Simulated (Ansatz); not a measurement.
`FC(Br)Br` + H₂ → `BrCBr` + H–F at 700 K and 1 bar (hydrogenolysis of a C–F bond).

Gas-phase electronic energies from Ansatz, PBE0-D4/def2-TZVP geometries. CBS: MP2 limit from def2 TZ/QZ plus the TZ coupled-cluster correction, frozen cores. This one scheme is used for every species. For Br outer-core shells are correlated without core-valence functions, which leaves a few kJ/mol of doubt a bond. Scalar relativity is left out up to krypton.

```
   species  CCSD(T)/CBS energy (Eh)  H − E (kJ/mol)  S (J/(mol·K))
`FC(Br)Br`              -5285.06130            99.4          381.8
        H₂                 -1.17544            46.8          155.3
   `BrCBr`              -5185.88409           114.1          349.6
       H–F               -100.39570            45.2          198.5
```

H − E and S are ideal-gas, rigid-rotor, harmonic terms from PBE0-D4/def2-TZVP. The MP2-based limit puts H₂ 0.8 mEh under its directly extrapolated value; such offsets cancel only in part. 1 Eh = 2625.50 kJ/mol, R = 8.31446 J/(mol·K).

By hand: ΔE, ΔH, ΔS and ΔG.

ΔE = (-5185.88409) + (-100.39570) − (-5285.06130) − (-1.17544) = -0.04305 Eh = -113.0 kJ/mol. Δ(H − E) = 114.1 + 45.2 − 99.4 − 46.8 = 13.1, so ΔH = -99.9 kJ/mol. ΔS = 349.6 + 198.5 − 381.8 − 155.3 = 11.0 J/(mol·K). ΔG = -99.9 − 700 × (11.0)/1000 = -107.6 kJ/mol.

By hand: the equilibrium constant, and the temperature at which ΔG would vanish if ΔH and ΔS stayed fixed.

log₁₀ K = −ΔG/(RT ln 10) = 8.0. ΔH and −TΔS have one sign here, so there is no such temperature.

The number of gas molecules stays the same, so ΔS is small and ΔH decides. A doubt of 5 kJ/mol in ΔE shifts log₁₀ K by 0.4 here. These are equilibria of isolated gas molecules and say nothing of rates. Largest T1 diagnostic: 0.009 (customary marks: 0.02 for closed shells, 0.045 for open ones).
